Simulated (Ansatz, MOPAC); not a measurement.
System: SnOH, charge 1, multiplicity 1. SMILES: [OH+]=[Sn]

Atoms: O1, Sn2, H3. Bonds: O1-Sn2, O1-H3.

Bond lengths (Å) and angles (degrees) optimised at PM6 with MOPAC; PM7 with MOPAC; B3LYP/LANL2DZ with Ansatz (an electronic-structure program), each started from the B3LYP-D3(BJ)/def2-TZVP structure (Ansatz) of the last column. A row stands for all coordinates that are equal there. No wavenumbers were computed at B3LYP/LANL2DZ, so these may be saddle points.

| coordinate | PM6 | PM7 | B3LYP/LANL2DZ | B3LYP-D3(BJ)/def2-TZVP |
|---|---|---|---|---|
| O1-Sn2 | 1.697 | 1.748 | 1.825 | 1.875 |
| O1-H3 | 0.926 | 0.937 | 0.970 | 0.964 |
| Sn2-O1-H3 | 180.0 | 180.0 | 180.0 | 180.0 |

Mean signed difference of all 2 bond lengths from B3LYP-D3(BJ)/def2-TZVP: PM6 -0.109 Å, PM7 -0.077 Å, B3LYP/LANL2DZ -0.023 Å.
